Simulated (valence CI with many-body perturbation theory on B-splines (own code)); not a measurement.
## Ba XXIV in three bases

Computed by relativistic CI+MBPT: five valence electrons over a frozen Dirac-Fock core [Ar] 3d10, radial functions for each j: 9 s, 9 p, 8 d, 6 f, 3 g, 1 h, with the one-electron correlation potential Σ1, the two-electron term Σ2, the three-electron term Σ3, Breit, model QED; selected CI, second order for the rest, scaled by the run's own slope (own B-spline code, finite nucleus).

No measured spectrum was set against this ion. As an estimate, levels hold to about 250 cm⁻¹ or 0.2 % of their energy and the worst to 1 %, as in measured heavy ions of charge 2 to 7; those with d or f electrons hold less well. Among the levels kept, up to 950 cm⁻¹ of a level comes from second order outside the variational space, and about a tenth of that is noise between levels of different J, which matters for small intervals.

The reference run has the lowest level (4s^2 4p1/2^2 4p3/2) J=3/2 and an ionisation energy of 754.053 eV. Its largest variational space holds 19993 state functions.

Levels are named by their leading jj configuration (3d3/2^4 stands for four electrons in 3d with j = 3/2), which in mixed levels can hold well under half, so a name can repeat and another be missing. Letters in brackets count levels of one name in rising energy.

Changed runs:
A. basis 6 s, 6 p, 5 d, 3 f, 1 g
B. basis 5 s, 5 p, 4 d, 2 f

Excitation energies of the reference run in cm⁻¹, and shifts in cm⁻¹:

```csv
Level,Reference,A,B
(4s^2 4p1/2 4p3/2^2) J=3/2,136196,-68,-187
(4s^2 4p1/2 4p3/2^2) J=5/2,163437,+51,+271
(4s^2 4p1/2 4p3/2^2) J=1/2,198852,+109,+517
(4s^2 4p3/2^3) J=3/2,337600,+30,+279
(4s 4p1/2^2 4p3/2^2) J=5/2,573328,-134,-406
(4s 4p1/2^2 4p3/2^2) J=3/2,640570,-69,-151
(4s 4p1/2^2 4p3/2^2) J=1/2,647510,-17,+48
(4s 4p1/2 4p3/2^3) J=3/2 [a],731011,-82,-138
(4s^2 4p1/2^2 4d3/2) J=3/2,759000,+135,+745
(4s 4p1/2 4p3/2^3) J=5/2,772206,-40,-7.8
(4s^2 4p1/2^2 4d5/2) J=5/2,798693,+146,+814
(4s 4p1/2 4p3/2^3) J=1/2,814564,-17,+106
Ionisation energy (eV),754.053,-0.043,-0.161
```
